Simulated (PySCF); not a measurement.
C₆ coefficients of unlike pairs at UHF

Calculated with PySCF 2.14 from the dipole response of each species, C₆(A,B) = (3/π) ∫ α_A(iu) α_B(iu) du, in atomic units, from isotropic polarisabilities. For ions this is the dispersion term alone; charge-induced terms of lower order in 1/R come first.

| species | configuration | basis | relativity | α (bohr³) | C₆ (like pair) |
| --- | --- | --- | --- | --- | --- |
| Mn²⁺ | [Ar] 3d5 (6S) | dyall-av2z (16s12p7d2f) | none | 3.113 | 8.961 |
| Cl⁻ | [Ar] (1S) | aug-cc-pV(T+d)Z with one added diffuse shell each of s, p, d, f type (7s6p5d3f) | none | 31.35 | 266.5 |
| Si | [Ne] 3s2 3p2 (3P) | aug-cc-pCVTZ-DK with one added diffuse shell each of s, p, d, f type (9s8p6d4f) | spin-free X2C | 38.61 | 318.2 |
| Cl | [Ne] 3s2 3p5 (2P) | dyall-av3z (19s12p3d2f) | none | 13.91 | 87.72 |

Task: Estimate C₆ for Cl with Si.

Result: The integral gives 156.8. The combination rule 2 C_A C_B / (C_A α_B/α_A + C_B α_A/α_B) gives 155.9 and the geometric mean 167.1.

No spin-orbit coupling is included.

The other pairs:

```csv
pair,C₆
"Cl, Mn²⁺",25.92
"Cl⁻, Mn²⁺",41.83
"Si, Cl⁻",287.8
"Si, Mn²⁺",41.70
"Cl, Cl⁻",149.8
```
